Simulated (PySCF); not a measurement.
CH4BeOS, SMILES C[S][Be][OH].

Coordinates come from a PBE0-D3(BJ)/def2-SVP optimisation. The values are those of a single conformer.

Computed with C-PCM-PBE0/def2-SVP (PySCF).

The values are the electrostatic part of the solvation free energy, E(continuum) − E(gas) at the gas-phase geometry, in a cavity of scaled van der Waals radii (PySCF's table); cavitation and dispersion terms are not included. A continuum can't describe solvent molecules that bind to the metal. In vacuum the orbital gap is 6.88 eV. The dipole moment in vacuum is 2.20 D.

Computed values in water (ε = 78.36), acetone (ε = 20.49), 2-propanol (ε = 19.26):
| solvent | ε | ΔG(elec) (kcal/mol) | dipole (D) | gap (eV) |
|---|---|---|---|---|
| water | 78.36 | -7.3 | 2.81 | 7.17 |
| acetone | 20.49 | -7.0 | 2.78 | 7.16 |
| 2-propanol | 19.26 | -7.0 | 2.78 | 7.16 |
